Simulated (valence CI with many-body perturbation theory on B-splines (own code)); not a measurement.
# Missing levels of Hf XXXIII

Calculated by valence CI with perturbative core correlation (CI+MBPT): four valence electrons over a frozen Dirac-Fock core [Kr], a basis of 7 s, 7 p, 8 d, 6 f, 4 g, 1 h functions for each j, with the one-electron correlation potential Σ1 (screened to all orders), the two-electron term Σ2, the three-electron term Σ3, Breit, model QED; selected single and double excitations, second order for the rest, scaled by the run's own slope (own B-spline code, finite nucleus).

The last digits are not significant, and no measured levels were compared; by estimate large intervals hold to a few tenths of a per cent, small ones and those within an open d or f shell to about a per cent. The list stops below the first excitations out of the core.

| Level | E (cm⁻¹) |
| --- | --- |
| (4d3/2^4) J=0 | 0.0 |
| (4d3/2^3 4d5/2) J=1 | 96989 |
| (4d3/2^3 4d5/2) J=2 | 134830 |
| (4d3/2^3 4d5/2) J=4 | 135060 |
| (4d3/2^3 4d5/2) J=3 | ? |
| (4d3/2^2 4d5/2^2) J=0 [a] | ? |
| (4d3/2^2 4d5/2^2) J=2 [a] | 228470 |
| (4d3/2^2 4d5/2^2) J=4 [a] | ? |
| (4d3/2^2 4d5/2^2) J=3 [a] | 235300 |
| (4d3/2^2 4d5/2^2) J=5 | 249900 |
| (4d3/2^2 4d5/2^2) J=1 | ? |
| (4d3/2^2 4d5/2^2) J=6 | 260440 |
| (4d3/2^2 4d5/2^2) J=3 [b] | 272630 |
| (4d3/2^2 4d5/2^2) J=4 [b] | 273100 |
| (4d3/2^2 4d5/2^2) J=2 [b] | 276430 |
| (4d3/2^2 4d5/2^2) J=2 [c] | 312660 |
| (4d3/2^2 4d5/2^2) J=4 [c] | 322500 |
| (4d3/2^2 4d5/2^2) J=2 [d] | ? |
| (4d3/2 4d5/2^3) J=4 [a] | ? |
| (4d3/2 4d5/2^3) J=3 [a] | 361760 |

Levels are named by their leading jj configuration (3d3/2^4 stands for four electrons in 3d with j = 3/2), which in mixed levels can hold well under half, so a name can repeat and another be missing. Letters in brackets count levels of one name in rising energy.

Problem. The levels stand in rising order. What does the calculation give for the missing energies?

Solution. (4d3/2^3 4d5/2) J=3 146440; (4d3/2^2 4d5/2^2) J=0 [a] 221870; (4d3/2^2 4d5/2^2) J=4 [a] 230890; (4d3/2^2 4d5/2^2) J=1 258600; (4d3/2^2 4d5/2^2) J=2 [d] 356090; (4d3/2 4d5/2^3) J=4 [a] 361550.
